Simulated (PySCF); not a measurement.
Bi⁺: excitation energy

Bi⁺ [Xe] 4f14 5d10 6s2 6p2 (3P) → Bi⁺ [Xe] 4f14 5d10 6s2 6p1 6d1 (high-spin determinant), as a difference of total energies. Calculation: PySCF 2.14, in aug-cc-pVQZ-PP with ECP60MDF (7s7p5d3f2g, 92 functions); a scalar-relativistic core potential. Correlated levels: valence: 5s2 5p6 5d10 frozen. The calculations carry no spin-orbit coupling.

```
           method  excitation energy (cm⁻¹)
              UHF                     73211
              LDA                     70261
              PBE                     68471
             PBE0                     70628
           r2SCAN                     71879
        CAM-B3LYP                     72500
            B3LYP                     69882
          wB97M-V                     72769
          LC-wPBE                     74978
    MP2 (valence)                     72762
SCS-MP2 (valence)                     72843
```

Spin-orbit coupling is strong in these open shells (close to jj coupling). The scalar numbers leave it out and a first-order estimate fails, so it can dominate the gap to the real levels.

The promoted electron is Rydberg-like, and one or two diffuse shells describe it only roughly, which tends to raise the upper state.

The determinant of the upper state mixes LS terms, which raises its energy above the lowest term, most at the Hartree-Fock and MP2 levels.
